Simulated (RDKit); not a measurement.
Input for RDKit: MMFF94 on CH6Si (SMILES C[SiH3]).

```python
from rdkit import Chem
from rdkit.Chem import AllChem, rdDetermineBonds

blocks = [
'''8

C     1.47173169   -0.16812762    4.21384928
Si   -0.38943627   -0.04078312    4.01381468
H     1.74469980   -1.10595530    4.70115406
H     1.85152848    0.65169332    4.82634452
H     1.98027067   -0.13036736    3.24908060
H    -0.90862716   -1.15814060    3.18857514
H    -0.76302775    1.23498953    3.35668704
H    -1.05328924   -0.09351300    5.33912233
''',
]
mol = None
for b in blocks:
    f = Chem.MolFromXYZBlock(b)
    rdDetermineBonds.DetermineBonds(f, charge=0)
    mol = f if mol is None else Chem.CombineMols(mol, f)
Chem.SanitizeMol(mol)
print(Chem.MolToSmiles(Chem.RemoveHs(mol)))
ff = AllChem.MMFFGetMoleculeForceField(mol, AllChem.MMFFGetMoleculeProperties(mol), nonBondedThresh=100.0, ignoreInterfragInteractions=False)
e = ff.CalcEnergy()
print(f'MMFF94 energy {e:.6f} kcal/mol')
```

It printed:

```
C[SiH3]
MMFF94 energy 0.163793 kcal/mol
```

The run finished.

Cost: very roughly 0.020 core-seconds.
